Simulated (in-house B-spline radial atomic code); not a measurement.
Rh⁴⁺. Computed with a B-spline radial atomic code. Model: all-electron spherical atom, spin shells full or empty, radial basis limit, no spin-orbit coupling, Breit or QED, empty-state partial waves extrapolated as (l+1/2)^-4, RPA, G0W0 and static COHSEX of the highest shell as one setting changes (uncorrelated shells keep exact exchange).

Given: element Rh; charge 4; filled core Kr; hamiltonian one-electron scalar X2C; mean-field start LDA VWN5; highest l of empty states 9; nuclear rms radius 4.4945 fm; highest mean-field shell 4d up.

Shell: 4d 5 0 (electrons up and down).

```
lowest nl shells left uncorrelated  RPA correlation energy (hartree)  G0W0 level (eV)  G0W0 minus most complete (meV)  COHSEX level (eV)  linearised minus solved G0W0 (meV)
                                 0                           -3.1324           -64.55                               0             -67.67                               -35.9
                                 1                           -2.9649           -64.55                             0.1             -67.67                               -35.9
                                 2                           -2.7748          -64.547                             3.8            -67.666                               -35.9
                                 3                           -2.2338          -64.537                            13.3            -67.673                               -35.8
                                 4                                 ?                ?                               ?                  ?                                   ?
                                 5                           -1.5349          -64.505                              45            -67.599                               -35.4
                                 6                                 ?                ?                               ?                  ?                                   ?
                                 7                          -0.58173          -64.439                           111.8            -67.256                               -35.2
                                 8                          -0.15221          -64.626                           -75.2            -66.797                                 -39
```

(1) What follows for lowest nl shells left uncorrelated = 4?

(2) What follows for lowest nl shells left uncorrelated = 6?

Results:

(1) RPA correlation energy -2.0552 hartree; G0W0 level -64.53 eV; G0W0 minus most complete 20.1 meV; COHSEX level -67.657 eV; linearised minus solved G0W0 -35.7 meV.

(2) RPA correlation energy -0.73327 hartree; G0W0 level -64.414 eV; G0W0 minus most complete 136.2 meV; COHSEX level -67.367 eV; linearised minus solved G0W0 -34.5 meV.
